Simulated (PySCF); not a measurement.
What the low excited states add to the polarisability

C7H6FS (charge +1).
Structure used (GFN2-xTB), in Å, numbered top down from 1:
```
atom  x, y, z in Å
C1     2.535    0.730    0.014
C2     1.621   -0.191   -0.303
F3     2.039   -1.321   -0.893
C4     0.182   -0.149   -0.096
C5    -0.435    0.961    0.512
C6    -1.779    1.053    0.731
S7    -2.922   -0.133    0.317
C8    -1.945   -1.331   -0.381
C9    -0.589   -1.250   -0.519
H10    3.572    0.543   -0.210
H11    2.295    1.662    0.487
H12    0.181    1.791    0.826
H13   -2.202    1.929    1.202
H14   -2.484   -2.202   -0.725
H15   -0.074   -2.083   -0.983
```

Level of theory: PySCF 2.14.0, density-fitted response routines, TDDFT CAM-B3LYP/def2-SVPD, vertical, gas phase, core orbitals frozen in the response.

Excitation energies and transition dipoles (atomic units, axes of the coordinates) of those of the lowest 8 singlets that add 0.02 au or more to the mean polarisability:

```csv
state,ΔE (hartree),μx,μy,μz
S1,0.1453,2.025,0.306,-0.119
S2,0.1758,0.024,0.421,0.197
S3,0.1999,0.442,0.688,0.270
S4,0.2153,0.133,-0.177,-0.101
S6,0.2265,0.020,-0.071,0.150
S8,0.2589,-1.605,-0.103,0.161
```

Task: What does each state add to αxx, αyy and αzz, and how do the sums compare with the full static tensor?

Result: Each state adds 2 μα² / ΔE.

```json
{"state": "S1", "αxx (au)": "56.42", "αyy (au)": "1.29", "αzz (au)": "0.19"}
{"state": "S2", "αxx (au)": "0.01", "αyy (au)": "2.02", "αzz (au)": "0.44"}
{"state": "S3", "αxx (au)": "1.96", "αyy (au)": "4.74", "αzz (au)": "0.73"}
{"state": "S4", "αxx (au)": "0.17", "αyy (au)": "0.29", "αzz (au)": "0.10"}
{"state": "S6", "αxx (au)": "0.00", "αyy (au)": "0.04", "αzz (au)": "0.20"}
{"state": "S8", "αxx (au)": "19.91", "αyy (au)": "0.08", "αzz (au)": "0.20"}
{"state": "all 8 states", "αxx (au)": "78.5", "αyy (au)": "8.5", "αzz (au)": "1.9"}
{"state": "full response", "αxx (au)": "156.6", "αyy (au)": "89.1", "αzz (au)": "60.6"}
{"state": "share (%)", "αxx (au)": "50", "αyy (au)": "10", "αzz (au)": "3"}
```

The rest comes from the higher roots of the same response equations.

Task: Give the full tensor and its principal values.

Result: In au, rows and columns x, y, z:
```
x   156.6  14.2  -6.9
y    14.2  89.1  15.7
z    -6.9  15.7  60.6
```
Principal values 52.2, 94.4 and 159.6 au; mean 102.1 au (15.13 Å³).

Task: By how much does the contribution of these states grow at 589.3 nm?

Result: With ω = 0.0773 hartree each state's term in the mean polarisability goes from f / ΔE² to f / (ΔE² − ω²), f = (2/3) ΔE |μ|²; the sum over all 8 states goes from 29.62 to 38.57 au, a rise of 8.95 au.

A one-level model with all 46 active electrons at a single energy would need ΔE = √(N/α) = 18.3 eV to give this α, against S1 at 3.96 eV.

On an Arm Neoverse V1 with one thread, shared host with 64 logical CPUs at a one-minute load of 18, this took 60 s wall (grids of density and orbitals included) and 1.1 GiB of memory at its peak.

One conformer stands for the species.
